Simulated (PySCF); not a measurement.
C₃HBrCl₂, SMILES ClC(Cl)=C=CBr. Heavy atoms are numbered as in [Cl:1][C:2]([Cl:3])=[C:4]=[CH:5][Br:6]. Hydrogens are named by the atom that carries them.

The structure is a stationary point at TPSSh-D3(BJ)/def2-SVP. The structure was generated by enumeration, and PubChem lists no compound with its InChIKey, so it may never have been made.

All values below come from PBE/pcSseg-1 (PySCF).

GIAO shieldings, no solvent; atoms alike by connectivity are averaged. δ = σ(ref) − σ: ³⁵Cl against HCl (σ = 936.5 ppm); ¹³C against TMS (σ = 182.0 ppm); ¹H against TMS (σ = 31.49 ppm), references at their B3LYP-D3(BJ)/def2-TZVP geometries, non-relativistic (without spin–orbit terms, shifts of atoms bonded to Cl or Br come out too high).

Q: Estimate the chemical shifts. (The exact figures need the calculation; the answer reports its results.)

A: 
```
nucleus    atoms  count  δ (ppm)
-------  -------  -----  -------
³⁵Cl         Cl1      2    396.4
¹³C           C4      1    216.5
¹³C           C2      1    131.6
¹³C      C5 (CH)      1    109.3
¹H       H on C5      1     7.04
```
